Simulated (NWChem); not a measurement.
Species: SiH3F; SMILES F[SiH3]

```xyz
5

Si     0.0000     0.0000    -0.4569
F      0.0000     0.0000     1.1819
H      1.0052     1.0052    -0.9391
H      0.3679    -1.3731    -0.9391
H     -1.3731     0.3679    -0.9391
```
Atoms are numbered in this order, from 1.

Geometry: optimised at PBE-D3(BJ)/def2-SVP.

Q: List the 4 lowest vertical singlet excitations from PBE0/def2-TZVPD, TDA (NWChem).

A: 
```json
[
 {"state": "S1", "energy (eV)": "7.79", "oscillator strength": "0.004", "leading excitation (squared amplitude)": "HOMO → LUMO (0.99)"},
 {"state": "S2", "energy (eV)": "7.79", "oscillator strength": "0.004", "leading excitation (squared amplitude)": "HOMO−1 → LUMO (0.99)"},
 {"state": "S3", "energy (eV)": "9.08", "oscillator strength": "0.139", "leading excitation (squared amplitude)": "HOMO → LUMO+1 (0.98)"},
 {"state": "S4", "energy (eV)": "9.08", "oscillator strength": "0.139", "leading excitation (squared amplitude)": "HOMO−1 → LUMO+1 (0.98)"}
]
```
